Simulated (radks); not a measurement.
The numbers below are computed, except where a source is named.
Question: Isoelectronic series with 1 electrons, each ion in its NIST ground configuration. Level of theory: scalar-relativistic Kohn-Sham, LDA (Slater exchange, Perdew-Wang correlation), spin-polarised, spherical densities, finite nucleus; open shells are filled with parallel spins first; Fermi nuclear charge, rms radius of each element as measured or else 0.836 A^(1/3) + 0.57 fm (a radial shooting solver on a logarithmic mesh with Libxc functionals). Total energies (hartree) and mean radii <r> (bohr):

| ion | configuration | E (hartree) | 1s up |
|---|---|---|---|
| H | 1s1 | -0.47872 | 1.581 |
| He+ | 1s1 | -1.94186 | 0.7715 |
| Li2+ | 1s1 | -4.40264 | 0.5097 |
| B4+ | 1s1 | -12.32373 | 0.3035 |
| C5+ | 1s1 | -17.78608 | 0.2524 |
| N6+ | 1s1 | -24.25096 | 0.2160 |
| O7+ | 1s1 | -31.71951 | 0.1887 |
| F8+ | 1s1 | -40.19297 | 0.1676 |
| Ne9+ | 1s1 | -49.67275 | 0.1507 |
| Mg11+ | 1s1 | -71.65770 | 0.1253 |
| Al12+ | 1s1 | -84.16646 | 0.1156 |
| Si13+ | 1s1 | -97.68875 | 0.1072 |
| P14+ | 1s1 | -112.22678 | 0.1000 |
| S15+ | 1s1 | -127.78295 | 0.09368 |
| Cl16+ | 1s1 | -144.35979 | 0.08810 |
| Ar17+ | 1s1 | -161.96006 | 0.08314 |

Estimate the row of Be3+ (1s1).

Answer: E (hartree) -7.86291; 1s up 0.3805.
